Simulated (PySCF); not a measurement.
C5H4F2O, SMILES C1(OC=C([C@H]1F)F)=C. Geometry optimised at PBE0-D3(BJ)/def2-SVP. The structure was generated by enumeration; whether it is a known compound was not checked. One conformer was computed; it need not be the lowest.

Computed equilibrium geometry at PBE0-D3(BJ)/def2-SVP (PySCF confirms it by a frequency run) as a Z-matrix (one conformer of several):
```
C
C 1 1.3293
O 1 1.3761 2 122.12
C 3 1.3648 1 107.56 2 -178.33
C 4 1.3358 3 112.71 1 -1.48
F 5 1.3216 4 127.43 3 178.79
H 4 1.0879 5 130.80 6 -0.56
H 2 1.0899 1 119.80 3 179.83
H 2 1.0911 8 119.36 1 -178.87
C 5 1.4891 6 122.78 4 179.83
F 10 1.3804 5 112.71 6 64.29
H 10 1.1039 11 106.59 5 124.94
```
Charge 0, spin multiplicity 1.
